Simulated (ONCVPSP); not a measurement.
# Potentials for Co (Z = 27) compared

Generated with ld1.x 7.5 (TM, RRKJ, ultrasoft, PAW), atompaw 4.2 or ONCVPSP 4.0.1. The cutoff is in Ry: for ld1.x and atompaw files where the sum of valence levels is converged to 10 mRy in a Bessel basis, for ONCV files where the hardest occupied wave has 1 mHa per electron of residual kinetic energy. The error is the largest all-electron minus pseudo excitation energy over each file’s own four to seven test configurations (ionisations up to +4, promotions, holes and added fractions of an electron), all of which were solved. The labels leave out finer settings (local radius, basis sizes, second energies), which also bear on the numbers. Spin-polarised tests are not counted. The rows are a selection from randomly drawn settings: files with unsolved tests, undetermined cutoffs or missed reference levels are left out.

A true bound ghost makes a file unfit for plane-wave use even where its test errors are small: the radial tests pick states by their node count and pass the ghost by.

| potential | cutoff (Ry) | largest error (meV) | bound ghosts |
| --- | --- | --- | --- |
| ONCV, PBE, scalar-relativistic, rc 2.30/0.95/1.30 (spd), local smoothed, core correction no, reference 3p6 3d7 4s0.5, qcut 2.6/16.7/11.3, projectors 1/2/3 | 143 | -2.9 | s |
| ONCV, LDA (Perdew-Wang 92), scalar-relativistic, rc 1.10/0.90/1.10 (spd), local smoothed, core correction yes, reference 3s2 3p6 3d7 4s2, qcut 8.3/7.3/16, projectors 2/1/2 | 176 | +7.8 | none |
| ONCV, PBEsol, scalar-relativistic, rc 1.55/1.25/1.10 (spd), local smoothed, core correction yes, reference 3s2 3p6 3d7 4s2, qcut 8.2/13.9/13.7, projectors 2/2/2 | 145 | +11 | none |
| ONCV, LDA (Perdew-Wang 92), scalar-relativistic, rc 2.35/2.05/1.10 (spd), local smoothed, core correction no, reference 3d7 4s2, qcut 3.1/3.8/12.8, projectors 2/2/2 | 134 | -164 | s |
| ONCV, PBE, scalar-relativistic, rc 2.20/1.25/1.15 (spd), local smoothed, core correction yes, reference 3p6 3d7 4s0.5, qcut 3.2/10.7/10.8, projectors 2/2/2 | 118 | -8.1 | s |

Fill in the row for Co: ONCV, PBEsol, non-relativistic, rc 1.35/1.15/1.50 (spd), local smoothed, core correction yes, reference 3s2 3p6 3d7 4s2, qcut 10.7/9.9/11.1, projectors 2/2/2.

cutoff 93 Ry, largest error -294 meV, bound ghosts: none.

Fill in the row for Co: ONCV, PBE, scalar-relativistic, rc 1.25/1.25/0.90 (spd), local smoothed, core correction yes, reference 3s2 3p6 3d7.5 4s1.5, qcut 9.4/11/19, projectors 2/2/2.

cutoff 257 Ry, largest error -1.3 meV, bound ghosts: none.

Fill in the row for Co: ONCV, PBEsol, fully relativistic, rc 1.15/1.20/0.90 (spd), local smoothed, core correction yes, reference 3s2 3p6 3d7 4s2, qcut 9.5/10.8/17.3, projectors 2/2/2.

cutoff 225 Ry, largest error -44 meV, bound ghosts: none.
